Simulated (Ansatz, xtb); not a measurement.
## Ranking isomers of C2H9B2Ga

3 gas-phase structures of C2H9B2Ga, from a drawn sample of its isomers (lower ones may exist). Each was relaxed with GFN2-xTB; where two conformers were screened, the lower at r2SCAN-D4/def2-SVP is listed:

A. `B[CH](B)[GaH][CH3]`, a singlet
B. `B[CH2][Ga]([BH2])[CH3]`, a singlet
C. `B[CH2][GaH][CH2]B`, a singlet

Problem. Make a reasoned guess at their ranking by r2SCAN-D4/def2-SVP single-point energy.

Solution. Calculated order at r2SCAN-D4/def2-SVP: A (0.000), C (0.166), B (0.714) eV.

Energies above the lowest of each column, in eV; the last columns are at B3LYP/def2-SVP geometries:

| structure | GFN2-xTB | HF/STO-3G | r2SCAN-D4/def2-SVP | B3LYP/def2-SVP | CCSD(T)/def2-SVP + ΔMP2/def2-TZVPP |
| --- | --- | --- | --- | --- | --- |
| A | 0.000 | 0.000 | 0.000 | 0.000 | 0.000 |
| C | 0.058 | 0.192 | 0.166 | 0.126 | 0.206 |
| B | 0.912 | 0.424 | 0.714 | 0.669 | 0.683 |

Every level run on A puts it lowest or level with the lowest. Flexible structures stand in one conformer each, not always the lowest. ΔMP2 is the change of the MP2 energy from the smaller to the larger basis.

Programs: Ansatz 0.2.0, xtb 6.7.1.
